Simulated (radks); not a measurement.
Q: The table gives one normalised radial function P(r) = r R(r) of Ar+ in [Ne] 3s2 3p(up 3, down 2) (r in bohr). All-electron calculation, scalar-relativistic Kohn-Sham, BLYP, spin-polarised, spherical densities, finite nucleus; Fermi nuclear charge, rms radius 3.4274 fm. Program: a radial shooting solver on a logarithmic mesh with Libxc functionals.

r	P
0.006479	0.0024
0.009287	0.0048
0.01331	0.0094
0.01908	0.0182
0.02735	0.0346
0.0392	0.0637
0.05618	0.1124
0.08053	0.1865
0.1154	0.2834
0.1668	0.3803
0.239	0.4127
0.3426	0.2987
0.4911	-0.0110
0.7039	-0.4440
1.009	-0.7896
1.446	-0.8295
2.073	-0.5750
2.971	-0.2596
4.258	-0.0687

Which n and l does it have? It may be an empty orbital.

A: n = 3, l = 1: the number of nodes gives n - l - 1 = 1, the rise at small r (about r^(l+1)) gives l, and the extent must fit the shell. The curve is that of 3p up; the table hardly tells the two spins apart. 3p up: eigenvalue -22.446 eV, 1 radial node at r = 0.486 bohr, <r> = 1.55 bohr, 90 % of the charge inside 2.41 bohr.
